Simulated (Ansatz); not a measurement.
`C#[C][In]([F])[F]`, charge 0, multiplicity 1.

Q: Give a relaxed structure at PBE0-D4/def2-TZVP (the Gaussian-basis code of Ansatz). (Best estimate.)

A: Ansatz gave: 
Cartesian coordinates in Å:
```
C 0.165 1.693 1.088
C 0.067 0.683 0.438
In -0.101 -1.028 -0.660
F 1.305 -2.314 -0.954
F -1.690 -1.624 -1.574
H 0.253 2.588 1.663
```
Point group C2v.
